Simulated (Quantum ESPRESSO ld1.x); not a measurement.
Q: Pb3+, 79 electrons, occupied as [Xe] 4f14 5d10 6s1. Method: Dirac Kohn-Sham, PW91, spin-unpolarised, spherical densities, point nucleus; computed with ld1.x of Quantum ESPRESSO 7.5.

Spin-orbit splittings of the eigenvalues, e(l+1/2) - e(l-1/2), with zeta = 2 splitting/(2l+1) and mean radii in bohr:

| shell | occ. | splitting (eV) | zeta (eV) | <r> j=l-1/2 | <r> j=l+1/2 |
|---|---|---|---|---|---|
| 2p | 6 | 2191 | 1460 | 0.05487 | 0.06379 |
| 3p | 6 | 488.7 | 325.8 | 0.1644 | 0.1807 |
| 3d | 10 | 104.0 | 41.59 | 0.1570 | 0.1619 |
| 4p | 6 | 119.7 | 79.78 | 0.3853 | 0.4198 |
| 4d | 10 | 22.33 | 8.931 | 0.4245 | 0.4356 |
| 4f | 14 | 5.033 | 1.438 | 0.4507 | 0.4571 |
| 5p | 6 | 22.41 | 14.94 | 0.9122 | 1.003 |
| 5d | 10 | ? | ? | 1.253 | 1.295 |

Estimate the 5d splitting.

A: 2.668 eV (zeta = 1.067 eV).
